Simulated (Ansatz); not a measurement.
`C=[C](F)[InH2]` + `O[SiH3]` → `[SiH3][O][InH2]` + `C=CF` at 700 K and 1 bar (ligand exchange at the In–C bond).

Isolated molecules relaxed with PBE0-D4/def2-TZVP in Ansatz; ΔE leaves out vibrations. CBS: MP2 limit from def2 TZ/QZ plus the TZ coupled-cluster correction, frozen cores. def2 core potentials past Kr. For In outer-core shells are correlated without core-valence functions, which leaves a few kJ/mol of doubt a bond.

```csv
species,CCSD(T)/CBS energy (Eh),H − E (kJ/mol),S (J/(mol·K))
`C=[C](F)[InH2]`,-368.04636,184.3,429.3
`O[SiH3]`,-366.69042,144.6,321.6
`[SiH3][O][InH2]`,-557.10255,174.0,443.4
`C=CF`,-177.66469,155.1,309.1
```

H − E and S are ideal-gas, rigid-rotor, harmonic terms from PBE0-D4/def2-TZVP. 1 Eh = 2625.50 kJ/mol, R = 8.31446 J/(mol·K).

Task: By hand: ΔE, ΔH, ΔS and ΔG.

Result: ΔE = (-557.10255) + (-177.66469) − (-368.04636) − (-366.69042) = -0.03046 Eh = -80.0 kJ/mol. Δ(H − E) = 174.0 + 155.1 − 184.3 − 144.6 = 0.2, so ΔH = -79.8 kJ/mol. ΔS = 443.4 + 309.1 − 429.3 − 321.6 = 1.6 J/(mol·K). ΔG = -79.8 − 700 × (1.6)/1000 = -80.9 kJ/mol.

Task: By hand: the equilibrium constant, and the temperature at which ΔG would vanish if ΔH and ΔS stayed fixed.

Result: log₁₀ K = −ΔG/(RT ln 10) = 6.0. ΔH and −TΔS have one sign here, so there is no such temperature. One of them is within its doubt of zero, so this could turn.

The number of gas molecules stays the same, so ΔS is small and ΔH decides. A doubt of 5 kJ/mol in ΔE shifts log₁₀ K by 0.4 here. Modes under 60 cm⁻¹, often nearly free rotors, make the harmonic entropy too high. These are equilibria of isolated gas molecules and say nothing of rates. Largest T1 diagnostic: 0.015 (customary marks: 0.02 for closed shells, 0.045 for open ones).
